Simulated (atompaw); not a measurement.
**What one change does to a pseudopotential (chromium, PAW (atompaw))**

atompaw 4.2.0.5 input, output lines left out:

```
Cr 24
GGA-PBE loggrid 1500 logderivrange -6 5 276
4 4 3 0 0 0
4 0 0
4 1 0
3 2 5
0 0 0
c
c
c
v
c
v
v
v
2
2.50 1.80 1.65 2.30
y
0.1
n
n
y
-0.25
n
custom rrkj vanderbiltortho sinc
3 1 troulliermartins
2.50
2.50
1.40
2.50
2.50
2.50
```

Change: augmentation sinc compensation charge, radius 1.80 bohr; PAW radius 2.50 bohr; waves and projectors: custom polynom2 7 10 vanderbiltortho.

Cutoffs: the cutoffs (Ry, on a coarse ladder) from which the occupation-weighted sum of valence levels, in a spherical-Bessel basis at the reference potential, stays within 10 and 1 mRy of its value at 400 Ry; they do not see the model core or the augmentation charge, which bear on the density cutoff.

**Question.** What does the change do?

**Answer.** The potential gets harder (40 Ry and 70 Ry → 70 Ry and 260 Ry); both files keep a bound ghost (s).

| quantity | base | changed |
| --- | --- | --- |
| cutoff, loose | 40 Ry | 70 Ry |
| cutoff, tight | 70 Ry | 260 Ry |
| loose cutoff by channel (10 mRy a level) | p 35 Ry, d 12 Ry | p 25 Ry, d 15 Ry |
| bound ghosts | s | s |
| s: phases at 2.51 bohr within 0.05 rad from the reference energy up to (Ry; the scan ends near 5) | 4.2 | 4.3 |
| p: phases at 2.51 bohr within 0.05 rad from the reference energy up to (Ry; the scan ends near 5) | -0.2 | 0.0 |
| d: phases at 2.51 bohr within 0.05 rad from the reference energy up to (Ry; the scan ends near 5) | 0.4 | 1.1 |
| lowest overlap eigenvalue by channel | s 0.28, p 0.48, d 0.10 | s 0.34, p 0.53, d 1.00 |

 A true bound ghost makes a file unfit for plane-wave use even where its test errors are small: the radial tests pick states by their node count and pass the ghost by. The cutoffs see the waves, projectors and local potential, not the compensation charge or the core.
